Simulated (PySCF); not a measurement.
H3BF2Si (SMILES FB(F)[SiH3]), singlet, at a GFN2-xTB geometry; HF/6-31G, TDHF (PySCF).

The PySCF input:
```python
from pyscf import gto, scf, tdscf

mol = gto.Mole()
mol.atom = '''
    B    -0.417166    0.232066   -0.273775
    F    -1.602421   -0.324010   -0.450364
    F    -0.345197    1.420404   -0.846791
    Si    1.079760   -0.608683    0.719866
    H     1.643655    0.298101    1.725531
    H     2.182323   -0.973533   -0.177590
    H     0.671769   -1.830882    1.417212
'''
mol.basis = '6-31g'
mol.charge = 0
mol.spin = 0
mol.verbose = 3
mol.build()

mf = scf.RHF(mol)
mf.kernel()
td = mf.TDHF()
td.nstates = 10
td.kernel()
td.analyze()
```

The log (banner, timings and long lists left out):

```
converged SCF energy = -514.211239016673
Excitation energies (eV)
[ 8.00395499 10.08696584 10.45284739 10.84029225 11.38711553 11.47894134
 11.52704813 11.98832039 12.10354734 12.52138386]

** Singlet excitation energies and oscillator strengths **
Excited State   1:      8.00395 eV    154.90 nm  f=0.0677
Excited State   2:     10.08697 eV    122.92 nm  f=0.0425
Excited State   3:     10.45285 eV    118.61 nm  f=0.0926
Excited State   4:     10.84029 eV    114.37 nm  f=0.0497
Excited State   5:     11.38712 eV    108.88 nm  f=0.0083
Excited State   6:     11.47894 eV    108.01 nm  f=0.0017
Excited State   7:     11.52705 eV    107.56 nm  f=0.0000
Excited State   8:     11.98832 eV    103.42 nm  f=0.2444
Excited State   9:     12.10355 eV    102.44 nm  f=0.3772
Excited State  10:     12.52138 eV     99.02 nm  f=0.4248
```
